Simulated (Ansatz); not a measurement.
`FC([SiH3])[SiH2]S` → `[CH]F` + `[SiH3][SiH2]S`  (formal loss of a carbene)

Isolated molecules relaxed with PBE0-D4/def2-TZVP in Ansatz; ΔE leaves out vibrations. CCSD(T)/CBS is the MP2 limit (def2-TZVPP, def2-QZVPP) plus CCSD(T) − MP2 in def2-TZVPP, frozen cores. This one scheme is used for every species. DFT in def2-TZVPP. Each species was taken in one conformer, which may not be the lowest.

**Question.** Is it downhill or uphill in electronic energy at CCSD(T)/CBS, and by how much? (Estimate.)

**Answer.** Computed: Uphill: ΔE = +3.82 eV.

**Question.** What do these levels give: PBE0-D4, B2PLYP, PBE, PBE0, MP2/CBS(def2), CCSD/CBS(def2)? (Best estimate.)

**Answer.** Ansatz gave: PBE0-D4 3.98, B2PLYP 3.81, PBE 3.83, PBE0 3.91, MP2/CBS(def2) 4.16, CCSD/CBS(def2) 3.79 eV.

Largest T1 diagnostic among the species: 0.018.

The D4 term adds +0.14 eV with B3LYP and +0.08 eV with PBE0; it sums over pairs of atoms, weighted by their polarisabilities, and B3LYP, whose exchange is more repulsive, gets the larger term. In def2-TZVPP, CCSD(T) changes the Hartree–Fock value by +0.44 eV (the triples alone add +0.04 eV) and MP2 by +0.77 eV. From PBE to PBE0 (25 % exact exchange), in def2-TZVPP and without D4, ΔE moves by +0.08 eV.

B3LYP here is the variant with VWN-RPA as its local correlation; programs differ in this.
